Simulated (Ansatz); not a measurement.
Frontier orbitals of `C=[CH][Al]([CH]=C)[CH]=C`.

Total charge 0; spin multiplicity 1. The structure was optimised at the PBE0-D4/def2-TZVP level. It is one conformer, not always the lowest. Basis def2-TZVPP, the Gaussian-basis code of Ansatz.

A caution on the coupled-cluster cation, which keeps the state that its UHF reference found: it lies well above the hybrids' cation and may not be the lowest state.

Orbital energies of one run (eV). Highest occupied ones, from the top: -6.35, -6.35, -6.53, -6.53, -6.93, -8.12, -9.27, -9.27, -9.78, -10.94, -10.94, -11.12, -13.54, -13.54. Empty: -2.21, -0.97, -0.97, 0.20, 0.82, 0.82.

Task: Which functional gave them?
A. BLYP
B. HSE06 (plane-wave form)
C. B97M-V
D. ωB97M-V

Result: A. HOMO energies: BLYP -6.35, HSE06 -7.36, B97M-V -6.80, ωB97M-V -9.99 eV.
